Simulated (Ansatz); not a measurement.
C2H3AlClF (`C=[C](Cl)[AlH][F]`), one more setting.

```yaml
crystal:
  periodic: [false, false, false]
  atoms:
    - {symbol: C, position_ang: [-1.238533, -0.070222, 0.648638]}
    - {symbol: C, position_ang: [-0.072078, 0.495359, 0.344010]}
    - {symbol: Cl, position_ang: [0.344838, 2.032423, 1.044512]}
    - {symbol: Al, position_ang: [1.149566, -0.391995, -0.872062]}
    - {symbol: F, position_ang: [2.590517, 0.308088, -1.243441]}
    - {symbol: H, position_ang: [-1.961072, 0.380160, 1.323205]}
    - {symbol: H, position_ang: [-1.499059, -1.030027, 0.210840]}
    - {symbol: H, position_ang: [0.777918, -1.780887, -1.511403]}
basis:
  gaussian: {orbitals: "6-31++G**"}
magnetization: {spin_polarized: true, initial_magnetization: 0}
hamiltonian: {xc: {name: r2SCAN50}, dispersion: d3bjatm}
```

```sh
$ ansatz run in.yaml --threads 2 --pin off --events-out ev --progress --plain --max-ram 4352MiB
```

It prints (some lines left out):

```
Functional definition: r2SCAN50
1037 factors; integrals over basis functions are off by at most 8.1e-4 eV
mean field evaluation 1: about -23948.9765 eV, gradient 3.6e1 eV
mean field evaluation 2: about -23949.1592 eV, gradient 3.7e1 eV
mean field evaluation 4: about -23954.5332 eV, gradient 1.5e0 eV
mean field evaluation 8: about -23954.5825 eV, gradient 4.1e-2 eV
mean field evaluation 16: about -23954.5825 eV, gradient 1.5e-5 eV
mean field -23954.58247945 eV, -880.3146691205 hartree, gradient 1.5e-5 eV, S^2 0.000000; 1 other end points of the search recorded, 0 dependent functions left out
reference -23954.58250573 eV, -880.3146700865 hartree; 27, 27 occupied and 94, 94 virtual orbitals, 1037 factors
Total energy: -23954.64842883 eV, -880.3170927156 hartree
```

It took 14 s on 2 threads of an Arm Neoverse V1 on a shared host, with 0.41 GiB of host memory at the peak.
